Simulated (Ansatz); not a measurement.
`BC(=C)[O][InH2]` + HBr → `BC(=C)Br` + `[OH][InH2]`  (substitution at a C–O bond)

Computed with Ansatz on PBE0-D4/def2-TZVP structures; ΔE is electronic, products minus reactants. CBS: MP2 limit from def2 TZ/QZ plus the TZ coupled-cluster correction, frozen cores. Functionals use def2-TZVPP. B3LYP here is the variant with VWN-RPA as its local correlation; programs differ in this. HSE06 is defined as in plane-wave codes. Elements past krypton have def2 core potentials. For Br, In outer-core shells are correlated without core-valence functions, which leaves a few kJ/mol of doubt a bond. Scalar relativity is left out up to krypton. Each species was taken in one conformer, which may not be the lowest.

`BC(=C)[O][InH2]`:

```xyz
11

B    -0.572   -1.394   -1.387
C    -0.354   -0.410   -0.214
C    -1.306    0.519    0.019
O     0.728   -0.571    0.571
In    1.844    0.912    1.340
H    -1.503   -1.224   -2.118
H     0.168   -2.317   -1.559
H    -2.152    0.605   -0.649
H    -1.272    1.192    0.874
H     2.908    0.264    2.498
H     1.509    2.424    0.626
```

HBr:

Cartesian coordinates in Å:
```
Br 0.588 0.374 0.140
H -0.588 -0.374 -0.140
```

`BC(=C)Br`:

```xyz
8

B     0.424   -1.064    0.637
C     0.086    0.373    0.215
C    -0.547    0.648   -0.929
Br    0.581    1.815    1.357
H     0.985   -1.310    1.658
H     0.097   -1.940   -0.110
H    -0.828   -0.175   -1.578
H    -0.798    1.654   -1.249
```

`[OH][InH2]`:

```xyz
5

O    -1.373   -0.080    0.249
In    0.613    0.001    0.133
H    -1.809    0.027   -0.599
H     1.232    0.247   -1.447
H     1.336   -0.195    1.664
```

```
             level  ΔE (kJ/mol)  difference from CCSD(T)/CBS
       LDA (SPW92)          7.3                         17.0
            PBE-D4         -3.8                          5.9
         revPBE-D4         -4.6                          5.1
           BLYP-D4         -3.2                          6.5
         r2SCAN-D4         -2.8                          6.9
           PBE0-D4         -4.0                          5.7
          B3LYP-D4         -2.9                          6.8
        r2SCANh-D4         -3.1                          6.6
        r2SCAN0-D4         -3.4                          6.3
          HSE06-D4         -4.1                          5.6
          BHLYP-D4         -2.2                          7.5
           ωB97X-V         -5.2                          4.5
           ωB97M-V         -6.5                          3.2
            B2PLYP         -8.4                          1.3
          PBE-QIDH         -8.2                          1.5
               PBE         -6.0                          3.7
            revPBE        -10.1                         -0.4
              BLYP         -7.1                          2.6
            r2SCAN         -3.7                          6.0
              PBE0         -6.1                          3.6
             B3LYP         -6.0                          3.7
           r2SCANh         -4.0                          5.7
           r2SCAN0         -4.4                          5.3
             HSE06         -6.1                          3.6
             BHLYP         -4.8                          4.9
         CAM-B3LYP         -2.6                          7.1
RPA@PBE/def2-TZVPP         -5.5                          4.2
       HF/def2-SVP         17.5                         27.2
      MP2/def2-SVP         13.6                         23.3
  CCSD(T)/def2-SVP         20.6                         30.3
     HF/def2-TZVPP         -5.1                          4.6
    MP2/def2-TZVPP        -14.8                         -5.1
   CCSD/def2-TZVPP         -7.8                          1.9
CCSD(T)/def2-TZVPP         -7.2                          2.5
     HF/def2-QZVPP         -4.6                          5.1
    MP2/def2-QZVPP        -16.1                         -6.4
SCS-MP2/def2-QZVPP        -15.3                         -5.6
      HF/CBS(def2)         -4.6                          5.1
     MP2/CBS(def2)        -17.3                         -7.6
    CCSD/CBS(def2)        -10.3                         -0.6
       CCSD(T)/CBS         -9.7                            0
```

Largest T1 diagnostic among the species: 0.017.

At CCSD(T), def2-SVP lies +30.3 kJ/mol from the extrapolated value and def2-TZVPP +2.5 kJ/mol. The D4 term adds +3.2 kJ/mol with B3LYP and +2.1 kJ/mol with PBE0; it sums over pairs of atoms, weighted by their polarisabilities, and B3LYP, whose exchange is more repulsive, gets the larger term.

CCSD(T)/CBS has its own doubt, a few kJ/mol and more with outer-core shells, so smaller differences from it don't rank the levels.
